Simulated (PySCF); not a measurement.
Cl₂HSi, SMILES Cl[SiH]Cl, multiplicity 2.

Geometry optimised at PBE0-D3(BJ)/def2-TZVP. The isomer is the one that the SMILES or the coordinates give; other isomers of the formula were not compared.

These are PBE0-D3(BJ)/def2-TZVP (PySCF 2.14.0) values and carry that method's errors.

Frequencies are harmonic and unscaled.

```
mode  ν (cm⁻¹)  IR (km/mol)  moving atoms (share of kinetic energy)
----  --------  -----------  --------------------------------------
1          178          2.1                        Cl 77 %, Si 22 %
2          518         43.6                        Cl 52 %, Si 47 %
3          581        136.0                        Si 57 %, Cl 38 %
4          653         30.6                         H 86 %, Si 12 %
5          742         85.2                                  H 92 %
6         2186         72.4                                  H 96 %
```
